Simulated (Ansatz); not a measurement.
CH5ClOSi can be A, `CO[SiH2]Cl`, or B, `OC[SiH2]Cl`.

Calculated with Ansatz (gas phase, PBE0-D4/def2-TZVP geometries, no zero-point term in ΔE). CCSD(T)/CBS is the MP2 limit (def2-TZVPP, def2-QZVPP) plus CCSD(T) − MP2 in def2-TZVPP, frozen cores. Functionals use def2-TZVPP. B3LYP here is the variant with VWN-RPA as its local correlation; programs differ in this. One conformer a species, not always the lowest.

Q: Which is lower in electronic energy at CCSD(T)/CBS, and by how much? (Estimate.)

A: Ansatz gave: A, by 28.0 kcal/mol.

Q: Give E(B) − E(A) in kcal/mol with MP2/def2-TZVPP, CCSD(T)/def2-SVP, B3LYP-D4, PBE-D4, ωB97M-V, HF/def2-TZVPP, r2SCAN-D4. (Estimate.)

A: The calculation gave: MP2/def2-TZVPP 29.0, CCSD(T)/def2-SVP 26.8, B3LYP-D4 28.1, PBE-D4 24.4, ωB97M-V 27.4, HF/def2-TZVPP 32.4, r2SCAN-D4 27.5. None reverses the order clearly.

Q: Does the order hold for the free energy at 298.15 K (harmonic terms from PBE0-D4)? (Best estimate.)

A: The calculation gave: Yes: G(B) − G(A) = +27.9 kcal/mol, for one conformer each.

Largest T1 diagnostic: 0.010.

Leaving LDA and LC-ωPBE aside and taking each functional with its dispersion term where it has one, the values, not all of them listed here, spread over 5.6 kcal/mol, from revPBE-D4 to BHLYP-D4. From BLYP to BHLYP (50 % exact exchange), in def2-TZVPP and without D4, E(B) − E(A) moves by +2.6 kcal/mol.
